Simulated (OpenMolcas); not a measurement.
Er2+ among 8 point charges of -1.5 e arranged as a cube (Oh), 2.2 Å from the ion.
```
   1.2702    1.2702    1.2702  -1.50
   1.2702    1.2702   -1.2702  -1.50
   1.2702   -1.2702    1.2702  -1.50
   1.2702   -1.2702   -1.2702  -1.50
  -1.2702    1.2702    1.2702  -1.50
  -1.2702    1.2702   -1.2702  -1.50
  -1.2702   -1.2702    1.2702  -1.50
  -1.2702   -1.2702   -1.2702  -1.50
```

| Quantity | Value |
| --- | --- |
| Program | OpenMolcas 26.06 |
| Method | CASSCF |
| Basis | ANO-RCC-VDZP [7s6p4d2f1g] |
| Scalar Hamiltonian | DKH2, point nucleus |
| Active space | 12 electrons in 7 orbitals (4f) |
| State averaging | 2S+1 = 3 even, 21 roots; 2S+1 = 1 even, 27 roots kept (CI in the orbitals of an earlier block) |
| Spin-orbit coupling | state interaction with AMFI integrals over the reference wave functions |

Problem. What is the spin-free ground state (labels of O, the rotations of Oh)?

Solution. 3T1, 3-fold in its orbital part, 100 % from free-ion H terms; it has the highest spin that f12 allows.

Problem. Where is the first state of the same spin?

Solution. 3T2 at 250 cm-1 above the ground state.

Problem. What are the lowest two levels with spin-orbit coupling?

Solution. A 2-fold level E, then a 3-fold level T2 68.5 cm-1 above it. Their leading multiplicities are 3 (99 %) and 3 (99 %).

Problem. What is χT at 300 K, and how does it compare with the textbook value?

Solution. Hund's rules give f12 the level 3H6 with g = 1.167, so an isolated free-ion multiplet has χT = g² J(J+1) / 8 = 7.146 cm3 K/mol. The computed 6.476 at 300 K differs by -9 %, through the field's splitting, the mixing of terms and any other multiplet in reach.

This is an electrostatic model: the charges have no orbitals. The first state left out of the spin-orbit step lies near 76000 cm-1 above the lowest spin-free state of the reference (among the parities and spins computed), and the lists stop at four fifths of that energy or lower. No measured value stands beside these numbers.
